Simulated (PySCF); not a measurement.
## Radial density of S²⁺ (sulfur, charge +2)

wB97M-V, [Ne] 3s1 3p3, 3s spin antiparallel (an excited configuration). Calculation: PySCF 2.14, in aug-cc-pV(Q+d)Z with one added diffuse shell each of s, p, d, f, g type (8s7p6d4f3g, 114 functions); the non-relativistic Hamiltonian (point nucleus).

```tsv
r (bohr)	4πr²ρ (e/bohr)	4πr²(ρα − ρβ)
0.00150	0.07194	-0.0003
0.00253	0.1970	-0.0008
0.00425	0.5275	-0.0020
0.00715	1.361	-0.0052
0.0120	3.294	-0.0124
0.0202	7.178	-0.0261
0.0340	13.12	-0.0425
0.0572	18.00	-0.0313
0.0962	16.23	0.0747
0.162	11.99	0.2638
0.272	16.23	0.2718
0.458	14.79	0.0320
0.770	4.305	0.1690
1.30	2.804	1.1042
2.18	1.483	0.8568
3.67	0.09739	0.0747
6.17	0.0003404	0.0003
```

With the s spin flipped the determinant is a mixture of two multiplicities, not a spectroscopic state.
